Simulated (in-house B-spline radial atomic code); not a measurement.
Configurations of neutral ruthenium, with energies counted from [Kr] (4d3/2)4 (4d5/2)3 5s1. Computed with an all-electron radial atomic-structure program (B-spline basis): Dirac-Hartree-Fock, average of each configuration as written, Fermi nucleus of rms radius 4.4809 fm. Energies include first-order Breit, QED and recoil terms.

Occupations are held fixed; configurations that lie above the ionisation limit could autoionise.

| configuration | E - E(ref) (eV) | highest orbital | its <r> (bohr) |
| --- | --- | --- | --- |
| [Kr] (4d3/2)2 (4d5/2)5 5s1 | 0.67346 | 5s1/2 | 3.694 |
| [Kr] (4d3/2)1 (4d5/2)6 8s1 | 5.9151 | 8s1/2 | 31.92 |
| [Kr] (4d3/2)3 (4d5/2)4 (9p1/2)1 | 6.0352 | 9p1/2 | 54.96 |

**Question.** Order these further configurations by energy, lowest first.
A. [Kr] (4d3/2)1 (4d5/2)6 5s1
B. [Kr] (4d3/2)2 (4d5/2)4 5s2
C. [Kr] (4d3/2)4 (4d5/2)3 6s1
D. [Ar] 3d10 4s2 (4p1/2)2 (4p3/2)3 (4d3/2)4 (4d5/2)3 (4f7/2)1 5s1

**Answer.** A (0.61718 eV), B (2.1879 eV), C (3.8937 eV), D (51.745 eV).
